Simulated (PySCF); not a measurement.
Geometries of 3 isomers of C2H5FSi, from PBE0-D3(BJ)/def2-SVP geometry optimisation, gas phase (PySCF 2.14.0). One conformer each, no zero-point energy, no frequencies.

Question: Which is lowest in electronic energy at this level?
A.
```xyz
9
angstrom
C     -1.483   -0.435   -0.192
C     -0.372    0.285    0.006
Si     1.307   -0.502    0.092
F      2.226    0.005   -1.154
H     -2.478    0.023   -0.232
H     -1.450   -1.523   -0.322
H     -0.468    1.372    0.124
H      2.033   -0.118    1.336
H      1.157   -1.981   -0.010
```
B.
```xyz
9
angstrom
F      0.633   -1.850   -1.336
Si     0.188   -1.059    0.011
C     -0.863    0.436   -0.137
C      0.647    0.705    0.199
H      0.109   -2.021    1.129
H     -1.590    0.689    0.643
H     -1.192    0.768   -1.129
H      0.859    1.129    1.187
H      1.223    1.199   -0.592
```
C.
```xyz
9
angstrom
F     -1.494    0.124   -1.385
C     -0.922    0.103   -0.147
C      0.376    0.875    0.009
Si     0.566   -0.973    0.243
H     -1.671    0.272    0.640
H      0.782    1.243   -0.942
H      0.448    1.612    0.816
H      1.219   -1.710   -0.863
H      0.710   -1.556    1.601
```

Answer: A. That is `C=C[SiH2]F`, 7.1 kcal/mol below the next.

| SMILES | atoms numbered as above | E (Eh) | relative (kcal/mol) | relative (kJ/mol) | dipole (D) |
| --- | --- | --- | --- | --- | --- |
| C=C[SiH2]F | [CH2:1]=[CH:2][SiH2:3][F:4] | -468.04267 | 0.0 | 0.0 | 1.98 |
| F[SiH]1CC1 | [F:1][SiH:2]1[CH2:3][CH2:4]1 | -468.03130 | 7.1 | 29.9 | 1.39 |
| F[C@@H]1C[SiH2]1 | [F:1][C@@H:2]1[CH2:3][SiH2:4]1 | -467.95898 | 52.5 | 219.7 | 1.62 |

As drawn, the lowest has an Si–F bond and a C=C bond outside aromatic rings, which the highest lacks; the highest has a three-membered ring, which the lowest lacks.
